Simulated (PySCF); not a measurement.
# A fit for the 19F shielding

GIAO PBE0/pcSseg-1 on GFN2-xTB geometries (PySCF 2.14, gas phase, non-relativistic):

| SMILES | IAO charge (e) of F | σ(F) (ppm) |
| --- | --- | --- |
| FC1=C(C#CCS)[SiH2]C=C1 | -0.257 | 251.5 |
| CCC#CC1=C(F)C=C[SiH2]1 | -0.260 | 254.8 |
| C/C=C\C1=C(F)C=C[SiH2]1 | -0.269 | 270.4 |
| CC#C[C@@H]1[SiH2]C=C[C@@H]1F | -0.324 | 375.1 |
| C#CC1=C(F)C=C[SiH2]1 | -0.254 | 248.0 |
| CC#CC1=C(F)C=C[SiH2]1 | -0.260 | 254.7 |
| CC#CC1=C(F)OC=C[SiH2]1 | -0.250 | 223.0 |

(1) Fit σ(F) as a line in the IAO charge of F. How well does it hold?

(2) A further member, `CC#CC1=C(F)CC[SiH2]1`, has x = -0.263. What does the line predict, and what does the calculation give?

Results:

(1) σ = -244.8 − 1916.3 x, with x in e; correlation -0.99, rms deviation 5.1 ppm, largest 11.3 ppm at `CC#CC1=C(F)OC=C[SiH2]1`. A charge says how many electrons sit at the atom, not how easily they circulate, so such a line holds only within like compounds.

(2) The line gives 259.2 ppm; the calculation 236.8 ppm, a difference of -22.4 ppm, outside the usual scatter of the fit.
